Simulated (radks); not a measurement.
Results of a calculation; reference values are marked as such.
Yb48+, 22 electrons, occupied as [Ar] 3d4 (the NIST ground configuration). Code: a radial shooting solver on a logarithmic mesh with Libxc functionals. Model: Dirac Kohn-Sham, LB94 model potential, spin-unpolarised, spherical densities, finite nucleus; open shells fill j = l - 1/2 first; Fermi nuclear charge, rms radius 5.3108 fm. Some entries of the table are withheld. Estimate them.

| orbital | occ. | eigenvalue (eV) | r(max) (bohr) | <r> (bohr) |
|---|---|---|---|---|
| 1s1/2 | 2 | -64338.22 | 0.01236 | 0.01964 |
| 2s1/2 | 2 | -13317.73 | 0.07053 | 0.08214 |
| 2p1/2 | 2 | -12867.46 | 0.05274 | (1) |
| 2p3/2 | 4 | -11801.04 | 0.05914 | (2) |
| 3s1/2 | 2 | -4940.516 | 0.1938 | 0.2059 |
| 3p1/2 | 2 | (3) | (4) | 0.1946 |
| 3p3/2 | 4 | (5) | (6) | 0.2066 |
| 3d3/2 | 4 | -4219.408 | (7) | 0.1785 |
| 3d5/2 | 0 | -4160.253 | (8) | 0.1822 |
| 4s1/2 | 0 | -2551.909 | 0.3957 | 0.3941 |
| 4p1/2 | 0 | (9) | (10) | 0.3868 |
| 4p3/2 | 0 | (11) | (12) | 0.4030 |

Answer. 
(1) 2p1/2 <r> (bohr): 0.06816
(2) 2p3/2 <r> (bohr): 0.07552
(3) 3p1/2 eigenvalue (eV): -4757.257
(4) 3p1/2 r(max) (bohr): 0.1809
(5) 3p3/2 eigenvalue (eV): -4501.879
(6) 3p3/2 r(max) (bohr): 0.1931
(7) 3d3/2 r(max) (bohr): 0.1491
(8) 3d5/2 r(max) (bohr): 0.1525
(9) 4p1/2 eigenvalue (eV): -2474.378
(10) 4p1/2 r(max) (bohr): 0.3882
(11) 4p3/2 eigenvalue (eV): -2379.093
(12) 4p3/2 r(max) (bohr): 0.4060
